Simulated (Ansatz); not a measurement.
Born–Oppenheimer molecular dynamics of GaH$_{3}$O (5 atoms, charge 0, multiplicity 1). It starts from a relaxed structure.

Theory: RKS PBE0-D4/def2-SVP (Ansatz 0.2.0).

| Property | Result |
| --- | --- |
| ensemble | NVE (velocity Verlet) |
| time step | 0.5 fs |
| steps asked | 166 |
| starting velocities drawn for | 400 K |
| seed | 942076 |

First frame:

```xyz
5
Properties=species:S:1:pos:R:3
Ga 0.066 -0.065 0.001
H -0.106 -0.088 1.559
H 1.359 0.187 -0.833
O -1.378 -0.361 -1.006
H -2.191 -0.520 -0.516
```

Question: What does the run give?

Answer: All steps were run.

| Item | Value |
| --- | --- |
| steps done | 166 |
| time covered | 83 fs |
| mean temperature over the second half | 202 K |
| spread of the potential energy over the second half | 3.4 meV per atom |
| mean potential energy of the second half above the start | 15.4 meV per atom |

The conserved energy stayed within 0.17 meV per atom of its start (net change 0.1 meV per atom), so the integration is sound. Over the second half the temperature averaged 0.51 of the 400 K drawn at the start: a run that starts near a minimum puts about half its kinetic energy into the potential. A run of 0.083 ps of so small a system gives no equilibrium averages.

Question: What happens to the structure?

Answer: The same pairs are bonded in the first frame and the last. Pairs count as bonded within 1.25 times the sum of covalent radii (0.12 Å more for H–H). This is one draw of velocities; another would differ in detail.

Question: How do temperature and energy run in time?

Answer: 
```tsv
time (fs)	T (K)	potential energy less start (eV)	conserved less start (meV/atom)
0	400	0.000	0.00
6.5	228	0.067	0.11
13	57	0.133	0.09
19.5	129	0.106	0.15
26	292	0.042	0.04
32.5	261	0.054	0.09
39	180	0.086	0.07
45.5	123	0.108	0.14
52	224	0.069	0.08
58.5	238	0.063	0.05
65	188	0.082	0.09
71.5	180	0.086	0.11
78	189	0.083	0.14
```

Run time: 4 min on 1 thread of Arm Neoverse V1 (shared host), peak memory 0.11 GiB.
